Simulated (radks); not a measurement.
Q: Radial electron density D(r) = 4 pi r^2 rho(r) of an atom or ion with 19 electrons. Calculated with a radial shooting solver on a logarithmic mesh with Libxc functionals: non-relativistic Kohn-Sham, LDA (Slater exchange, Perdew-Wang correlation), spin-unpolarised, spherical densities, point nucleus.

r (bohr),D(r) (e/bohr)
0.004705,1.828
0.006078,2.863
0.007851,4.404
0.01014,6.616
0.0131,9.640
0.01706,13.64
0.02204,18.15
0.02846,22.64
0.03677,26.07
0.0475,27.27
0.06135,25.74
0.07925,22.61
0.1024,20.68
0.1322,22.49
0.1708,27.14
0.2207,29.55
0.285,25.12
0.3682,15.87
0.4756,9.332
0.6144,9.092
0.7936,10.35
1.033,8.007
1.335,3.958
1.724,1.571
2.228,0.7735
2.877,0.3383
3.717,0.07497
4.801,0.006351
6.202,0.0001626

What is the nuclear charge?

A: Z = 23. The innermost maximum, from 1s, lies near 1/Z = 0.0435 bohr (found: 0.0467), and its height grows with Z. The density is that of the vanadium ion V4+ in [Ne] 3s2 3p5 3d1 4s1; the configuration itself is not fixed sharply by these data, and Z only to about a unit. D(r) has 3 maxima, at r = 0.0467, 0.215, 0.787 bohr, and minima at 0.104, 0.541 bohr, inside which lie 2.13, 10.47 electrons.
